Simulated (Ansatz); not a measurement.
Basis-set extrapolation for `C#C[SiH2]CN` (PBE0-D4/def2-TZVP geometry, frozen core, Ansatz 0.2.0). Multiplicity 1, RHF reference.

```json
{"": "HF", "def2-TZVPP": "-461.080028", "def2-QZVPP": "-461.096909"}
{"": "MP2 correlation", "def2-TZVPP": "-0.812819", "def2-QZVPP": "-0.867678"}
{"": "CCSD(T) correlation", "def2-TZVPP": "-0.893298", "def2-QZVPP": "not run"}
```

Energies in hartree. Use E(X) = E(∞) + A·exp(−7.88·√X) for Hartree–Fock and E(X) = E(∞) + B·X^(−2.97) for correlation, with X = 3 and 4, and add CCSD(T) minus MP2 of the smaller set to the MP2 limit.

Q: What is the CCSD(T) energy at the basis-set limit?

A: HF limit: -461.096909 + (-0.016881) × 0.13774 = -461.09923. MP2 limit: -0.867678 + (-0.054859) × 0.74074 = -0.90831. Higher-order term: -0.893298 − (-0.812819) = -0.08048. Total: -462.08802 hartree, 301.1 kJ/mol below CCSD(T)/def2-TZVPP.
